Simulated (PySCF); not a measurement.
Te(F)4 cation (F4Te), SMILES F[Te](F)(F)F (connectivity only; charge and spin as stated), charge +1, multiplicity 2.

Coordinates come from a B3LYP-D3(BJ)/def2-SVP optimisation. The multiplicity is an assumed one; other spin states were not compared. The isomer is the one that the SMILES or the coordinates give; other isomers of the formula were not compared. The def2 effective core potentials stand for the cores of Te; spin–orbit coupling is left out.

All values below come from PBE/def2-TZVP in PySCF.

Isolated molecule, no solvent.

```yaml
total_energy: -666.82649 hartree
point_group: C2v
"α spin, highest occupied and lowest empty level": -15.92 and -10.72 eV
"β spin, highest occupied and lowest empty level": -16.98 and -14.92 eV
dipole_moment_about_the_centre_of_nuclear_charge: 1.92 D
mean_static_polarisability: 38.0 bohr³ (5.63 Å³)
polarisability_principal_values: 30.7, 33.6, 49.7 bohr³
"⟨S²⟩": 0.753 (pure state 0.75)
```
